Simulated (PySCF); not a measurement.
Compound: H12N4Zn (charge +2 and singlet state).
Numbering: `[NH3:1]->[Zn+2:2](<-[NH3:3])(<-[NH3:4])<-[NH3:5]` (hydrogens: H6, H7, H8 on N1; H9, H10, H11 on N3; H12, H13, H14 on N4; H15, H16, H17 on N5)

A GFN2-xTB structure was refined with PBE0-D3(BJ)/def2-SVP geometry optimisation, gas phase (PySCF). Its GFN2-xTB values:

```
coordinate  GFN2-xTB
    N1–Zn2   2.060 Å
     N1–H6   1.023 Å
    Zn2–N5   2.057 Å
 N1–Zn2–N3    109.0°
 N1–Zn2–N4    111.0°
```

Q: How do these coordinates change at the PBE0-D3(BJ)/def2-SVP level?

A: 
```
coordinate  PBE0-D3(BJ)/def2-SVP (Å or °)  change
    Zn2–N5                          2.071  +0.014
    N1–Zn2                          2.071  +0.011
     N1–H6                          1.026  +0.003
 N1–Zn2–N4                          110.8    -0.2
 N1–Zn2–N3                          109.1    +0.1
```

The energy falls by 0.60 kJ/mol over 3 energy and gradient evaluations, the largest force component goes from 0.0025 to 1.9e-04 Eh/bohr, and the atoms move by 0.017 Å rms after alignment. Among the bonds, Zn2–N3 and Zn2–N5 change most and about equally (+0.013 to +0.014 Å). Bonds longer at the end by more than 0.005 Å: 4 of 16; shorter: 0.

The run used 147 basis functions and 19 SCF cycles in all.

Not checked by PBE0-D3(BJ)/def2-SVP frequencies. No counter-ion or solvent screens the charge of this multiply charged ion.
